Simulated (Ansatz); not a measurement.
B₈H₁₃⁻. The state is a singlet with charge -1. Geometry r2SCAN-D4/def2-SVPD.

```xyz
21

B     1.495    1.704   -0.080
B    -1.152   -1.466    1.187
B    -0.709   -2.130   -0.399
B    -0.735   -0.344   -0.069
B     0.936    0.207    0.513
B     0.656    0.559   -1.155
B     0.600    2.310   -1.317
B    -0.326    0.010    1.615
H     0.709    3.191   -2.126
H    -2.238   -1.725    1.648
H     2.558    2.215    0.175
H    -1.658   -2.748   -0.844
H     1.696   -0.746    0.470
H    -0.868    0.733    2.417
H    -1.683    0.311   -0.443
H     1.050   -0.026   -2.133
H     0.442    2.669   -0.061
H    -0.559   -2.642    0.843
H     0.380   -2.395   -0.851
H    -0.223   -1.208    2.168
H    -0.369    1.522   -1.556
```

LC-ωPBE has ω = 0.4 bohr⁻¹. Another isomer (singlet) lies 1.61 eV lower at PBE0-D4/def2-TZVPD; other spin states weren't run for this one.

Task: Estimate the orbital energies around the gap (eV) in Ansatz with PBE-D4/def2-TZVPD, r2SCAN-D4/def2-TZVPD, PBE0-D4/def2-TZVPD, LC-ωPBE/def2-TZVPD, ωB97X-V/def2-TZVPD.

Result: 
```tsv
orbital	PBE-D4/def2-TZVPD	r2SCAN-D4/def2-TZVPD	PBE0-D4/def2-TZVPD	LC-ωPBE/def2-TZVPD	ωB97X-V/def2-TZVPD
HOMO−9	-5.27	-5.65	-6.74	-9.75	-9.36
HOMO−8	-4.80	-5.15	-6.21	-9.10	-8.75
HOMO−7	-4.36	-4.67	-5.67	-8.49	-8.14
HOMO−6	-4.22	-4.52	-5.52	-8.31	-7.97
HOMO−5	-3.77	-4.07	-5.05	-7.81	-7.47
HOMO−4	-3.43	-3.70	-4.70	-7.45	-7.13
HOMO−3	-3.39	-3.68	-4.65	-7.34	-7.02
HOMO−2	-2.43	-2.64	-3.55	-6.15	-5.84
HOMO−1	-1.93	-2.12	-3.00	-5.54	-5.24
HOMO	-1.28	-1.40	-2.17	-4.50	-4.22
LUMO	1.80	2.01	2.58	3.85	3.91
LUMO+1	2.68	3.08	3.09	4.09	4.14
LUMO+2	2.80	3.36	3.24	4.15	4.21
LUMO+3	2.90	3.49	3.35	4.24	4.28
LUMO+4	3.06	3.64	3.48	4.54	4.55
LUMO+5	3.09	3.70	3.68	4.54	4.61
```
